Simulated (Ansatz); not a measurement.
C₄H₉Cl₂GaO, SMILES `CC(C)(C)[O][Ga]([Cl])[Cl]`, 17 atoms. The species carries charge 0 and has multiplicity 1. Correlated methods include outer-core shells of Ga, which these sets cover unevenly. Scalar relativity is left out up to krypton. All runs use 4 threads of an AMD EPYC 7R13 on a shared host and a share of an NVIDIA H100 80 GB. Correlated methods freeze the cores. Open-shell runs search over several starts.

Task: Give the basis size and wall time and peak host memory of each of these runs in Ansatz. RKS ωB97M-V/def2-QZVPP energy; UKS B3LYP-D4/def2-TZVPP energy of the cation; RKS PBE-QIDH (frozen core)/def2-TZVPP energy; RKS PBE0-D4/def2-QZVPP energy; RHF-CCSD(T)/def2-TZVPP energy; UKS PBE-D4/def2-TZVPP energy of the cation; RKS HSE06 (plane-wave form)-D4/def2-TZVPP energy; UKS PBE0-D4/def2-TZVPP energy of the cation; RKS CAM-B3LYP-D4/def2-TZVPP energy; UKS r2SCAN-D4/def2-TZVPP energy of the cation; RKS B97M-V/def2-TZVPP energy; UKS ωB97M-V/def2-TZVPP energy of the cation. (Best estimate.)

Result: Computed: Other jobs shared the machine, so times are rough.

| level | job | functions | wall time | peak host memory (GiB) |
| --- | --- | --- | --- | --- |
| RKS B97M-V/def2-TZVPP | energy | 413 | 8.5 s | 1 |
| RKS PBE0-D4/def2-QZVPP | energy | 784 | 8.5 s | 1.4 |
| RKS PBE-QIDH (frozen core)/def2-TZVPP | energy | 413 | 11 s | 2 |
| RKS HSE06 (plane-wave form)-D4/def2-TZVPP | energy | 413 | 11 s | 0.98 |
| RKS CAM-B3LYP-D4/def2-TZVPP | energy | 413 | 12 s | 0.98 |
| RKS ωB97M-V/def2-QZVPP | energy | 784 | 12 s | 1.5 |
| RHF-CCSD(T)/def2-TZVPP | energy | 413 | 22 s | 0.98 |
| UKS ωB97M-V/def2-TZVPP | energy of the cation | 413 | 24 s | 1.4 |
| UKS PBE0-D4/def2-TZVPP | energy of the cation | 413 | 29 s | 1.1 |
| UKS PBE-D4/def2-TZVPP | energy of the cation | 413 | 32 s | 1.1 |
| UKS B3LYP-D4/def2-TZVPP | energy of the cation | 413 | 33 s | 1.1 |
| UKS r2SCAN-D4/def2-TZVPP | energy of the cation | 413 | 41 s | 1.2 |

B3LYP here is the variant with VWN-RPA as its local correlation; programs differ in this.
